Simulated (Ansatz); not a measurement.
Total energies of the cluster InGaN₂ (the lowest singlet isomer of a short search) from Ansatz at r2SCAN-D4/def2-TZVP, gas phase (1 Eh = 27.2114 eV = 2625.5 kJ/mol). The reference geometry is relaxed at PBE-D4/def2-SVP.

```xyz
4

Ga   -0.7212   -1.5508   -1.3315
In    0.7654    1.6458    1.4131
N     0.5113   -0.3528    0.0258
N    -0.5555    0.2578   -0.1074
```

| state | geometry | energy (Eh) |
| --- | --- | --- |
| charge 0 singlet | reference | -2224.52733 |
| charge 1 doublet | reference | -2224.29493 |
| charge 0 triplet | relaxed at PBE-D4/def2-SVP | -2224.52815 |
| charge 0 quintet | relaxed at PBE-D4/def2-SVP | -2224.44612 |
| free Ga atom (doublet) | – | -1924.78964 |
| free In atom (doublet) | – | -190.18147 |
| free N atom (quartet) | – | -54.58101 |

In the def2 sets In takes a core potential; there is no spin–orbit coupling.

Task: Work out the vertical ionisation energy to the doublet.

Result: E(charge 1 doublet) − E(charge 0 singlet) = -2224.29493 − (-2224.52733) = 0.23240 Eh = 6.32 eV. For comparison, −ε of the highest occupied level is 3.91 eV at this level, 2.41 eV less.

Task: Which of the charge 0 states is lowest, and how far above it are the others?

Result: The triplet, but by less than the method's error, so the order isn't settled. singlet: -2224.52733 − (-2224.52815) = 0.00082 Eh = 2.2 kJ/mol; quintet: -2224.44612 − (-2224.52815) = 0.08203 Eh = 215.4 kJ/mol. The triplet differs in its bonds from the reference. The quintet differs in its bonds from the reference.

Task: What is the binding energy per atom against free atoms?

Result: Atoms: 1 × (-1924.78964) + 1 × (-190.18147) + 2 × (-54.58101) = -2224.13313 Eh. Binding: -2224.13313 − (-2224.52733) = 0.39420 Eh = 10.73 eV, or 2.68 eV for each of 4 atoms (no zero-point energy, no counterpoise term).

The structure comes from a short search, and lower isomers may exist.
